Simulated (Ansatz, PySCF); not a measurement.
The pair A = C2H4 (SMILES C=C) (first 6 atoms), B = H2 (SMILES [H][H]); geometry from B3LYP-D3(BJ)/def2-TZVP.
(charge 0, multiplicity 1):
```xyz
8

C      0.409     0.552    -0.329
C     -0.135    -0.614    -0.011
H      1.482     0.703    -0.311
H     -0.195     1.403    -0.619
H     -1.208    -0.765    -0.028
H      0.469    -1.465     0.279
H     -0.344     0.112     2.945
H     -0.481     0.075     3.676
```

Cores are frozen in the correlated methods. CBS(a, b) extrapolates the correlation energy as X⁻³ and adds the Hartree–Fock energy of set b.

Programs: Ansatz (Gaussian orbitals); PySCF for the dispersion terms. Values without a source in brackets are computed.

The monomers are drawn apart, rigid, along the line of their centres of mass. Counterpoise-corrected interaction energies (kcal/mol):

```csv
level,R = 4.746 Å,R = 5.967 Å
PBE-D3(BJ)/def2-TZVPPD,-0.2035,-0.0471
wB97M-V/def2-TZVPPD,-0.1432,-0.0409
"CCSD(T)/CBS(aug-cc-pVDZ, aug-cc-pVTZ)",-0.1450,-0.0412
```

### Question
R is the distance of the centres of mass. Find the local exponent m of E ∝ R⁻ᵐ between the two points.

### Answer

m = ln(E₁/E₂)/ln(R₂/R₁): PBE-D3(BJ)/def2-TZVPPD 6.4; wB97M-V/def2-TZVPPD 5.5; CCSD(T)/CBS(aug-cc-pVDZ, aug-cc-pVTZ) 5.5. For scale, two fixed dipoles give m = 3, dipole and quadrupole 4, quadrupoles 5, and dispersion or dipole-induced dipole 6 at long range; at these distances several terms mix, and what is left of overlap and damping shifts m, so it need not match one of them.

Ansatz is an electronic-structure program.
